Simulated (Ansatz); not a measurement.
A search over several starts for the lowest SCF solution of the cluster Na₂Cl₂ at the given spin, in a small basis.

```yaml
crystal:
  periodic: [false, false, false]
  atoms:
    - {symbol: Na, position_ang: [0.019315, 1.450480, -0.662655]}
    - {symbol: Na, position_ang: [-0.019239, -1.450349, 0.663162]}
    - {symbol: Cl, position_ang: [1.927021, 0.140274, 0.361578]}
    - {symbol: Cl, position_ang: [-1.927096, -0.140405, -0.362095]}
basis:
  gaussian: {orbitals: def2-SVP, initial_orbitals: start.molden}
hamiltonian: {xc: pbe0, dispersion: d4}
output: {orbitals: {seedname: orbitals}}
```

The file start.molden holds the orbitals of an earlier run on this structure, at another level or in another basis.

```sh
$ ansatz run in.yaml --threads 4 --pin off --events-out ev --progress --plain --max-ram 3916MiB
```

Shortened log:

```
Functional definition: PBE0
586 factors; integrals over basis functions are off by at most 4.1e-4 eV
mean field evaluation 1: about -33858.7402 eV, gradient 4.4e0 eV
mean field evaluation 2: about -33858.8001 eV, gradient 4.5e-2 eV
mean field evaluation 4: about -33858.8466 eV, gradient 2.7e-4 eV
mean field evaluation 8: about -33857.1154 eV, gradient 2.4e1 eV
mean field evaluation 16: about -33858.8466 eV, gradient 3.1e-4 eV
mean field -33858.84657296 eV, -1244.2896612059 hartree, gradient 1.8e-5 eV, S^2 0.000000; 1 other end points of the search recorded, 0 dependent functions left out
reference -33858.84661963 eV, -1244.2896629208 hartree; 28, 28 occupied and 38, 38 virtual orbitals, 586 factors
Total energy: -33858.92043250 eV, -1244.2923754939 hartree
```

It took 1.1 s on 4 threads of Arm Neoverse V1 on a shared host.

The structure comes from a short search, and lower isomers may exist.
